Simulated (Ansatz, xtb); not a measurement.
C4H9Br: which of two isomers lies lower

Structure I: `CC[C@H](C)Br`, a singlet. Structure II: `CC(C)(C)Br`, a singlet. Both are isolated molecules in the gas phase, relaxed with PBE-D3(BJ)/def2-SVP; each stands in its lowest conformer found.

I (Å):

```xyz
14

C    -2.4264   -0.4125   -1.0494
C    -1.1287    0.3330   -0.7488
C     0.1449   -0.5002   -0.8596
C     1.4025    0.2434   -0.4406
Br    0.3809   -1.1498   -2.7356
H    -2.5556   -1.2851   -0.3758
H    -3.3056    0.2486   -0.9170
H    -2.4329   -0.7893   -2.0916
H    -1.1529    0.7223    0.2951
H    -1.0282    1.2247   -1.4050
H     0.0367   -1.4437   -0.2873
H     1.5465    1.1563   -1.0526
H     2.3043   -0.3895   -0.5430
H     1.3127    0.5517    0.6231
```

II (Å):

```xyz
14

C    -1.6582    1.4976   -0.0741
C    -0.7509    0.4581   -0.7274
C    -0.1580    0.9613   -2.0411
C    -1.4515   -0.8880   -0.8948
Br    0.7994    0.1576    0.5368
H    -1.1257    2.4547    0.0872
H    -2.5267    1.6922   -0.7402
H    -2.0438    1.1421    0.9008
H     0.3893    1.9131   -1.8994
H    -0.9811    1.1396   -2.7668
H     0.5360    0.2199   -2.4818
H    -0.7701   -1.6476   -1.3242
H    -2.3137   -0.7657   -1.5857
H    -1.8350   -1.2672    0.0720
```

Question: Estimate which is lower in electronic energy at CCSD(T)/def2-SVP + ΔMP2/def2-TZVPP, and by roughly how much.

Answer: The CCSD(T)/def2-SVP + ΔMP2/def2-TZVPP calculation puts structure II lower, by 2.9 kcal/mol.

How the difference moves with the method:

```json
{"level": "GFN2-xTB", "geometry": "GFN2-xTB", "E(II) − E(I) (kcal/mol)": "−2.6", "departure from the last row (kcal/mol)": "+0.3", "job, with rough time for the two": "optimisation, 0.23 s"}
{"level": "HF/STO-3G", "geometry": "GFN2-xTB", "E(II) − E(I) (kcal/mol)": "+0.3", "departure from the last row (kcal/mol)": "+3.2", "job, with rough time for the two": "single point, 1.1 s"}
{"level": "r2SCAN-D4/def2-SVP", "geometry": "GFN2-xTB", "E(II) − E(I) (kcal/mol)": "−2.8", "departure from the last row (kcal/mol)": "+0.1", "job, with rough time for the two": "single point, 8.7 s"}
{"level": "PBE-D3(BJ)/def2-SVP", "geometry": "PBE-D3(BJ)/def2-SVP", "E(II) − E(I) (kcal/mol)": "−1.7", "departure from the last row (kcal/mol)": "+1.2", "job, with rough time for the two": "optimisation, 28 s"}
{"level": "HF/def2-SVP", "geometry": "PBE-D3(BJ)/def2-SVP", "E(II) − E(I) (kcal/mol)": "−1.4", "departure from the last row (kcal/mol)": "+1.5", "job, with rough time for the two": "part of the CCSD(T) run"}
{"level": "MP2/def2-SVP", "geometry": "PBE-D3(BJ)/def2-SVP", "E(II) − E(I) (kcal/mol)": "−3.4", "departure from the last row (kcal/mol)": "−0.5", "job, with rough time for the two": "part of the CCSD(T) run"}
{"level": "CCSD(T)/def2-SVP", "geometry": "PBE-D3(BJ)/def2-SVP", "E(II) − E(I) (kcal/mol)": "−3.0", "departure from the last row (kcal/mol)": "−0.1", "job, with rough time for the two": "single point"}
{"level": "CCSD(T)/def2-SVP + ΔMP2/def2-TZVPP", "geometry": "PBE-D3(BJ)/def2-SVP", "E(II) − E(I) (kcal/mol)": "−2.9", "departure from the last row (kcal/mol)": "", "job, with rough time for the two": "single point, 1.7 min"}
```

As drawn, both hold the same kinds of bond in the same numbers. Structure I has 2 methyl groups, II 3.

HF/STO-3G finds them nearly level. The largest departure from CCSD(T)/def2-SVP + ΔMP2/def2-TZVPP is that of HF/STO-3G, 3.2 kcal/mol. The last row adds to CCSD(T) the change of the MP2 difference between the two basis sets, here +0.1 kcal/mol.

With thermal terms from frequencies at re-optimised GFN2-xTB minima (ideal gas, soft modes damped towards free rotors, one conformer each, 298.15 K, 1 atm): on the last row, ΔE + ΔZPE = −3.4, ΔH = −3.3, ΔG = −2.4 kcal/mol.

The correlated steps freeze 13 core orbitals; the filled d shell of Br is correlated, in a basis made for valence electrons. Mirror images aren't counted in ΔG. Codes used: Ansatz 0.2.0, xtb 6.7.1; the last row on 2 threads of Intel(R) Xeon(R) Platinum 8259CL CPU @ 2.50GHz (Skylake/Cascade Lake) on a shared host.
